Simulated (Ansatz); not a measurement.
Program: Ansatz. Geometries: PBE0-D4/def2-TZVP. ΔE: electronic, gas phase. CCSD(T)/CBS adds triple-zeta CCSD(T) − MP2 to the extrapolated MP2 energy (def2 sets, frozen cores). This one scheme is used for every species. Functionals use def2-TZVPP. B3LYP here is the variant with VWN-RPA as its local correlation; programs differ in this. Each species was taken in one conformer, which may not be the lowest.

`B[SiH2]Cl` + `O[SiH](Cl)Cl` → `Cl[SiH2]O[SiH](Cl)Cl` + BH₃  (cleavage of the Si–B bond)

Task: Is it downhill or uphill in electronic energy at CCSD(T)/CBS, and by how much? (Best estimate.)

Result: Ansatz gave: Downhill: ΔE = -134.1 kJ/mol.

Task: What do these levels give: r2SCAN-D4, B3LYP-D4, ωB97X-V, PBE, PBE0, B3LYP, MP2/def2-TZVPP, SCS-MP2/def2-TZVPP, CCSD/def2-TZVPP, MP2/def2-QZVPP, SCS-MP2/def2-QZVPP, CCSD/CBS(def2)? (Estimate.)

Result: Computed: r2SCAN-D4 -126.0, B3LYP-D4 -135.4, ωB97X-V -129.7, PBE -101.9, PBE0 -111.7, B3LYP -125.3, MP2/def2-TZVPP -142.7, SCS-MP2/def2-TZVPP -144.0, CCSD/def2-TZVPP -135.0, MP2/def2-QZVPP -143.9, SCS-MP2/def2-QZVPP -144.9, CCSD/CBS(def2) -135.5 kJ/mol.

Largest T1 diagnostic among the species: 0.010.

From PBE to PBE0 (25 % exact exchange), in def2-TZVPP and without D4, ΔE moves by −9.7 kJ/mol. The D4 term adds −10.1 kJ/mol with B3LYP and −6.1 kJ/mol with PBE0; it sums over pairs of atoms, weighted by their polarisabilities, and B3LYP, whose exchange is more repulsive, gets the larger term.
